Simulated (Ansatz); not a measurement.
`CBBN` + `C=N` → `C=NBC` + `BN` at 600 K and 1 bar (cleavage of the B–B bond).

Gas-phase electronic energies from Ansatz, PBE0-D4/def2-TZVP geometries. CCSD(T)/CBS is the MP2 limit (def2-TZVPP, def2-QZVPP) plus CCSD(T) − MP2 in def2-TZVPP, frozen cores. This one scheme is used for every species. One conformer a species, not always the lowest.

| species | CCSD(T)/CBS energy (Eh) | H − E (kJ/mol) | S (J/(mol·K)) |
| --- | --- | --- | --- |
| `CBBN` | -146.57531 | 288.9 | 403.4 |
| `C=N` | -94.52360 | 129.6 | 259.4 |
| `C=NBC` | -159.21633 | 260.4 | 375.5 |
| `BN` | -81.93499 | 155.9 | 270.2 |

H − E and S are ideal-gas, rigid-rotor, harmonic terms from PBE0-D4/def2-TZVP, for one conformer and one mirror image of each species. 1 Eh = 2625.50 kJ/mol, R = 8.31446 J/(mol·K).

Task: By hand: ΔE, ΔH, ΔS and ΔG.

Result: ΔE = (-159.21633) + (-81.93499) − (-146.57531) − (-94.52360) = -0.05241 Eh = -137.6 kJ/mol. Δ(H − E) = 260.4 + 155.9 − 288.9 − 129.6 = -2.2, so ΔH = -139.8 kJ/mol. ΔS = 375.5 + 270.2 − 403.4 − 259.4 = -17.1 J/(mol·K). ΔG = -139.8 − 600 × (-17.1)/1000 = -129.5 kJ/mol.

Task: By hand: the equilibrium constant, and the temperature at which ΔG would vanish if ΔH and ΔS stayed fixed.

Result: log₁₀ K = −ΔG/(RT ln 10) = 11.3. ΔG = 0 at ΔH/ΔS = 8175 K, far beyond where these terms or the molecules hold.

ΔH outweighs TΔS. A doubt of 5 kJ/mol in ΔE shifts log₁₀ K by 0.4 here. Other conformers and mirror images would add mixing entropy, several J/(mol·K) or more a flexible species. These are equilibria of isolated gas molecules and say nothing of rates. Largest T1 diagnostic: 0.014 (customary marks: 0.02 for closed shells, 0.045 for open ones).
